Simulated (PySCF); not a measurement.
# Structure elucidation problem

The spectra below were simulated for a compound C6H2F4.

1H NMR (400 MHz, computed): δ 7.36 (m, 2H).

13C{1H} NMR (computed): δ 155.7, 114.3.

Calculated, not measured (PySCF 2.14): coordinates at the GFN2-xTB level, σ from GIAO-PBE0/pcSseg-1. In vacuum, a single conformation, non-relativistic, fast rotation and ring inversion assumed for equivalent nuclei.

Scale: TMS for 1H (31.72 ppm), 13C (186.93 ppm) (reference shieldings calculated alike).

Q: What is the structure?

A: 
Rings plus π bonds: 4 (1 ring in the answer). 2 carbon signals for 6 carbons: some carbons are equivalent by symmetry or fast rotation. Carbon types of the structure: 4 × C, 2 × CH, which accounts for all hydrogens. δC 155.7: aromatic carbon bearing fluorine; an ipso carbon deshielded by its heteroatom. δC 114.3: aromatic CH. δH 7.36: hydrogen on an aromatic CH; the ring current deshields protons in the ring plane.

Structure: 1,2,4,5-tetrafluorobenzene.

This is the structure that produced the data.

Splittings by 19F in the carbon and heteronuclear signals aren't shown, as no couplings were computed. Shifts are as computed. Against solution values, carbons near 30 ppm lie about +3 ppm off and those near 130 ppm about +5 ppm. Of 1211 compounds with measured shifts, 218 miss one by over three times the rms of a fit or turn the order of signals round; such compounds aren't used in these exercises.
